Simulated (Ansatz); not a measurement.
C$_{10}$H$_{22}$, SMILES `CCCCC(C)CCCC` at its PBE0-D4/def2-TZVP geometry, where that method's forces vanish. The species carries charge 0 and has multiplicity 1.

```json
{"atom": "C1", "x (Å)": "-3.1026", "y (Å)": "-1.5578", "z (Å)": "1.7016"}
{"atom": "C2", "x (Å)": "-2.3844", "y (Å)": "-2.0510", "z (Å)": "0.4558"}
{"atom": "C3", "x (Å)": "-0.8680", "y (Å)": "-1.9237", "z (Å)": "0.5258"}
{"atom": "C4", "x (Å)": "-0.3748", "y (Å)": "-0.4868", "z (Å)": "0.6123"}
{"atom": "C5", "x (Å)": "1.1348", "y (Å)": "-0.3238", "z (Å)": "0.4613"}
{"atom": "C6", "x (Å)": "1.8985", "y (Å)": "-1.0698", "z (Å)": "1.5468"}
{"atom": "C7", "x (Å)": "1.5510", "y (Å)": "1.1473", "z (Å)": "0.4650"}
{"atom": "C8", "x (Å)": "0.9185", "y (Å)": "2.0341", "z (Å)": "-0.6000"}
{"atom": "C9", "x (Å)": "1.1659", "y (Å)": "1.5763", "z (Å)": "-2.0287"}
{"atom": "C10", "x (Å)": "0.6133", "y (Å)": "2.5468", "z (Å)": "-3.0580"}
{"atom": "H11", "x (Å)": "-2.9461", "y (Å)": "-0.4888", "z (Å)": "1.8637"}
{"atom": "H12", "x (Å)": "-2.7449", "y (Å)": "-2.0824", "z (Å)": "2.5927"}
{"atom": "H13", "x (Å)": "-4.1800", "y (Å)": "-1.7235", "z (Å)": "1.6296"}
{"atom": "H14", "x (Å)": "-2.7510", "y (Å)": "-1.5015", "z (Å)": "-0.4196"}
{"atom": "H15", "x (Å)": "-2.6439", "y (Å)": "-3.1011", "z (Å)": "0.2846"}
{"atom": "H16", "x (Å)": "-0.5042", "y (Å)": "-2.4996", "z (Å)": "1.3839"}
{"atom": "H17", "x (Å)": "-0.4299", "y (Å)": "-2.3925", "z (Å)": "-0.3638"}
{"atom": "H18", "x (Å)": "-0.8792", "y (Å)": "0.0933", "z (Å)": "-0.1690"}
{"atom": "H19", "x (Å)": "-0.6794", "y (Å)": "-0.0390", "z (Å)": "1.5666"}
{"atom": "H20", "x (Å)": "1.4211", "y (Å)": "-0.7587", "z (Å)": "-0.5057"}
{"atom": "H21", "x (Å)": "1.7146", "y (Å)": "-2.1452", "z (Å)": "1.5154"}
{"atom": "H22", "x (Å)": "2.9756", "y (Å)": "-0.9157", "z (Å)": "1.4410"}
{"atom": "H23", "x (Å)": "1.6085", "y (Å)": "-0.7095", "z (Å)": "2.5396"}
{"atom": "H24", "x (Å)": "2.6417", "y (Å)": "1.1936", "z (Å)": "0.3570"}
{"atom": "H25", "x (Å)": "1.3296", "y (Å)": "1.5663", "z (Å)": "1.4549"}
{"atom": "H26", "x (Å)": "-0.1609", "y (Å)": "2.1193", "z (Å)": "-0.4311"}
{"atom": "H27", "x (Å)": "1.3140", "y (Å)": "3.0498", "z (Å)": "-0.4823"}
{"atom": "H28", "x (Å)": "2.2437", "y (Å)": "1.4460", "z (Å)": "-2.1838"}
{"atom": "H29", "x (Å)": "0.7178", "y (Å)": "0.5892", "z (Å)": "-2.1852"}
{"atom": "H30", "x (Å)": "-0.4667", "y (Å)": "2.6725", "z (Å)": "-2.9388"}
{"atom": "H31", "x (Å)": "0.7962", "y (Å)": "2.2014", "z (Å)": "-4.0781"}
{"atom": "H32", "x (Å)": "1.0711", "y (Å)": "3.5346", "z (Å)": "-2.9537"}
```

**Question.** For each bond, give half the difference of the two atoms' forces along it (eV/Å; positive pushes the atoms apart) under PBE-D4, r2SCAN-D4, B3LYP-D4, ωB97M-V in def2-TZVPP. (An estimate is asked.)

**Answer.** Computed: 
```
   bond  length (Å)  PBE-D4  r2SCAN-D4  B3LYP-D4  ωB97M-V
 C1–H11       1.092    0.11      -0.04     -0.07    -0.08
 C1–H12       1.094    0.11      -0.03     -0.06    -0.07
 C2–H15       1.095    0.10      -0.05     -0.11    -0.11
  C3–C4       1.522   -0.01       0.08      0.13     0.13
 C3–H17       1.097    0.11      -0.03     -0.10    -0.09
 C4–H18       1.096    0.12      -0.04     -0.12    -0.09
  C5–C7       1.529    0.01       0.06      0.10     0.07
 C5–H20       1.098    0.13      -0.05     -0.14    -0.13
 C6–H21       1.092    0.10      -0.05     -0.09    -0.08
 C7–H24       1.097    0.11      -0.04     -0.11    -0.10
 C7–H25       1.098    0.11      -0.04     -0.10    -0.09
 C8–H27       1.096    0.11      -0.04     -0.11    -0.10
 C9–C10       1.519    0.00       0.11      0.18     0.18
C10–H32       1.094    0.11      -0.03     -0.06    -0.08
```

B3LYP here is the variant with VWN-RPA as its local correlation; programs differ in this.
